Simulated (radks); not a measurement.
Fractional charge and spin in the 1s shell of helium: the spin-up occupation runs from 0 to 1 and the spin-down occupation from 0 to 1; the fullest corner is He, 1s(up 1, down 1). Method: scalar-relativistic Kohn-Sham, PBE, spin-polarised, spherical densities, finite nucleus; Fermi nuclear charge, rms radius of each element as measured or else 0.836 A^(1/3) + 0.57 fm; computed with a radial shooting solver on a logarithmic mesh with Libxc functionals. Energy (eV) above the fullest corner. The planes named below are the two flat planes that join the four corners, with an edge along up + down = one added electron.

down \ up       0     0.5       1
0          78.725  48.733  24.468
0.5        48.733  26.965  10.165
1          24.468  10.165   0.000

Corners above the fullest one (they belong to He+ and the next ion): (up 1, down 0) 24.468 eV, (up 0, down 1) 24.468 eV, (up 0, down 0) 78.725 eV. With half an added electron in each spin the energy lies 2.496 eV from the planes (fractional-spin error, the static-correlation error of a stretched bond), and with half an added electron in spin up alone -2.864 eV (fractional-charge error). For a frontier s shell over closed shells the exact functional lies on the planes.
